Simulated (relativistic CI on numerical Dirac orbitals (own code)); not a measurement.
**One change at a time: Ru21+**

Base calculation: Dirac-Coulomb-Breit CI, separate exchange-only KLI orbitals for each configuration, QED by a radiative potential, unscaled Slater integrals.

CI space (outside the closed core [Ne]): 3s²3p⁶3d⁵, 3s²3p⁵3d⁶, 3s²3p⁴3d⁷, 3s3p⁶3d⁶, 3p⁶3d⁷, 3s3p⁵3d⁷, 3s²3p⁶3d⁴4s, 3s²3p⁶3d⁴4p, 3s²3p⁶3d⁴4d, 3s²3p⁴3d⁶4s, 3s²3p⁶3d⁴4f, 3s²3p⁵3d⁵4s, 3s²3p⁴3d⁶4p, 3s²3p⁶3d³4s², 3s²3p⁵3d⁵4p, 3s²3p⁶3d³4s4p, 3s3p⁵3d⁶4s, 3s²3p⁶3d⁴5s, 3s²3p⁶3d³4p², 3s²3p⁶3d⁴5p, 3s²3p⁶3d³4s4d, 3s3p⁶3d⁵4s, 3s²3p⁶3d⁴5d, 3p⁶3d⁶4s, 3s²3p⁶3d⁴5g, 3s²3p⁶3d⁴6s, 3p⁶3d⁶4d, 3s²3p⁶3d⁴6d, 3p⁶3d⁵4s². Levels of other configurations are missing.

The lowest level and the first level of each name with at least 55 % of one term (blank where a level has no safe partner in the second run):

| Level | Base (cm⁻¹) | Shift (cm⁻¹) |
| --- | --- | --- |
| 3s²3p⁶3d⁵ ⁶S5/2 | 0 | 0 |
| 3s²3p⁶3d⁵ ⁴G7/2 | 110540 | -2 |
| 3s²3p⁶3d⁵ ⁴P3/2 | 111688 | +5 |
| 3s²3p⁶3d⁵ ⁴G11/2 | 113302 | -3 |
| 3s²3p⁶3d⁵ ⁴G9/2 | 117388 | -3 |
| 3s²3p⁶3d⁵ ⁴P1/2 | 121922 | +6 |
| 3s²3p⁶3d⁵ ⁴D7/2 | 138887 | +1 |
| 3s²3p⁶3d⁵ ⁴D1/2 | 153158 | +3 |
| 3s²3p⁶3d⁵ ⁴D3/2 | 156366 | +4 |
| 3s²3p⁶3d⁵ ²I11/2 | 163600 | -8 |
| 3s²3p⁶3d⁵ ²I13/2 | 175906 | -9 |
| 3s²3p⁶3d⁵ ²H9/2 | 201680 | 0 |
| 3s²3p⁶3d⁵ ²G7/2 | 216764 | +2 |
| 3s²3p⁶3d⁵ ²H11/2 | 230535 | -4 |
| 3s²3p⁶3d⁵ ²S1/2 | 243028 | +8 |
| 3s²3p⁶3d⁵ ²P3/2 | 352403 | +11 |
| 3s²3p⁶3d⁵ ²P1/2 | 365521 | +11 |
| 3s²3p⁵3d⁶ ⁶F°11/2 | 1229312 | +1382 |
| 3s²3p⁵3d⁶ ⁶F°9/2 | 1261055 | +1383 |
| 3s²3p⁵3d⁶ ⁴P°5/2 | 1273312 | +1390 |
| 3s²3p⁵3d⁶ ⁴H°13/2 | 1324728 | +1382 |
| 3s²3p⁵3d⁶ ⁴I°15/2 | 1362325 | +1379 |

At this charge energies of transitions that change n are usually good to better than 1 %, and those within a shell (Δn = 0) to a few per cent. Terms inside the open d or f shell come out 10 to 20 % too wide with unscaled integrals.

**Question.** One thing was changed in a second run, which moved the levels as shown. Which?
A. P86 correlation estimate
B. QED terms removed
C. only the first 3 configurations
D. configuration mixing switched off
E. Breit term removed

**Answer.** A. P86 correlation estimate. A correlation estimate moves all levels of a configuration together before mixing; mixed levels move by a weighted share.

LS names give the leading component of a level, which can be under half, so a name can repeat, a term be missing and a line seem to break the LS rules.
